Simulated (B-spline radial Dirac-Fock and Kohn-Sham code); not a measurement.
A summary of the ionisation energies of xenon (Z = 54) against charge, from relaxed Dirac-Fock hole states (ΔSCF) with Breit and QED corrections and a finite nucleus and from the NIST table. The largest relative steps of the computed values, from charge +5 on, come at Xe⁸⁺ (46 electrons left, 104.2 to 179.0 eV); Xe²⁶⁺ (28 electrons left, 856.0 to 1499.1 eV); Xe⁴⁴⁺ (10 electrons left, 3332.6 to 7771.6 eV); Xe⁵²⁺ (2 electrons left, 9810.1 to 40269.0 eV). The median of |NIST − computed| / NIST over the 54 ions is 0.76 %.

| charge | computed (eV) | NIST (eV) |
| --- | --- | --- |
| 0 | 11.67 | 12.12984 |
| 3 | 41.46 | 42.2 |
| 6 | 89.61 | 91.6 |
| 9 | 204.1 | 202 |
| 12 | 284.2 | 281 |
| 15 | 370.8 | 374 |
| 18 | 555.0 | 549 |
| 21 | 655.2 | 650 |
| 24 | 817.8 | 818 |
| 27 | 1580.6 | 1571 |
| 30 | 1834.8 | 1826 |
| 33 | 2103.0 | 2113 |
| 36 | 2581.7 | 2556 |
| 39 | 2837.4 | 2811 |
| 42 | 3242.5 | 3243 |
| 45 | 8011.5 | 7889 |
| 48 | 8749.6 | 8971 |
| 51 | 9810.1 | 9810.37 |
